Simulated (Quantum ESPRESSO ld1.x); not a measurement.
Values are calculated unless marked as measured or tabulated.
Q: These are the eigenvalues of the occupied orbitals of an atom or ion with whole-number occupations (hartree). Level of theory: scalar-relativistic Kohn-Sham, LDA (Slater exchange, Perdew-Wang correlation), spin-polarised, spherical densities, point nucleus (ld1.x of Quantum ESPRESSO 7.5).

| orbital | eigenvalue |
|---|---|
| 1s down | -1847.93 |
| 1s up | -1847.93 |
| 2s up | -312.095 |
| 2s down | -312.092 |
| 2p up | -278.763 |
| 2p down | -278.761 |
| 3s up | -75.6858 |
| 3s down | -75.6063 |
| 3p up | -65.3583 |
| 3p down | -65.2796 |
| 3d up | -51.6884 |
| 3d down | -51.6269 |
| 4s up | -21.6754 |
| 4s down | -21.5127 |
| 4p up | -18.2230 |
| 4p down | -18.0635 |
| 4d up | -13.4348 |
| 4d down | -13.2795 |
| 5s up | -8.63947 |
| 5s down | -8.55404 |
| 4f up | -8.12522 |

Which element is it, and in what charge state? The configuration may be excited. Open shells, if any, are filled with parallel spins first.

A: Z = 64, gadolinium, charge +12: Gd12+ in [Kr] 4d10 4f4 5s2. The list shows which subshells hold electrons but not how many an open one holds; the 1s level, -1847.9 hartree, gives Z - s = 60.8 by -(Z - s)^2/2, which with screening and relativity narrows Z to a few neighbours, and the depths of the outer levels then fix element, charge and occupations together.
